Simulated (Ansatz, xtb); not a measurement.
**Two isomers of C4H3Cl2FO2**

We compare X, `C=C(C(=O)O)C(F)(Cl)Cl`, a singlet, with Y, `O=C(O)/C=C/C(F)(Cl)Cl`, a singlet. Both are isolated molecules in the gas phase, relaxed with r2SCAN-D4/def2-SVP; each stands in its lowest conformer found.

**Question.** Estimate which is lower in electronic energy at CCSD(T)/def2-SVP + ΔMP2/def2-TZVPP, and by roughly how much.

**Answer.** The CCSD(T)/def2-SVP + ΔMP2/def2-TZVPP calculation puts structure Y lower, by 2.9 kcal/mol.

How the difference moves with the method:

```
                             level            geometry  E(Y) − E(X) (kcal/mol)  departure from the last row (kcal/mol)  job, with rough time for the two
                          GFN2-xTB            GFN2-xTB                      −1.9                                    +1.0              optimisation, 0.17 s
                         HF/STO-3G            GFN2-xTB                      −2.6                                    +0.3              single point, 0.54 s
      r2SCAN-D4/def2-SVP//GFN2-xTB            GFN2-xTB                      −3.2                                    −0.3               single point, 4.1 s
                r2SCAN-D4/def2-SVP  r2SCAN-D4/def2-SVP                      −3.0                                    −0.1                optimisation, 36 s
                       HF/def2-SVP  r2SCAN-D4/def2-SVP                      −4.1                                    −1.3           part of the CCSD(T) run
                      MP2/def2-SVP  r2SCAN-D4/def2-SVP                      −2.5                                    +0.4           part of the CCSD(T) run
                  CCSD(T)/def2-SVP  r2SCAN-D4/def2-SVP                      −2.3                                    +0.6                      single point
CCSD(T)/def2-SVP + ΔMP2/def2-TZVPP  r2SCAN-D4/def2-SVP                      −2.9                                                     single point, 1.9 min
```

As drawn, both hold the same kinds of bond in the same numbers.

The levels shown agree on the order. The largest departure from CCSD(T)/def2-SVP + ΔMP2/def2-TZVPP is that of HF/def2-SVP, 1.3 kcal/mol. The last row adds to CCSD(T) the change of the MP2 difference between the two basis sets, here −0.6 kcal/mol.

With thermal terms from frequencies at re-optimised GFN2-xTB minima (ideal gas, soft modes damped towards free rotors, one conformer each, 298.15 K, 1 atm): on the last row, ΔE + ΔZPE = −2.8, ΔH = −2.7, ΔG = −3.3 kcal/mol.

The correlated steps freeze 17 core orbitals. Programs: Ansatz 0.2.0, xtb 6.7.1; the last row on 4 threads of Arm Neoverse V1 on a shared host.
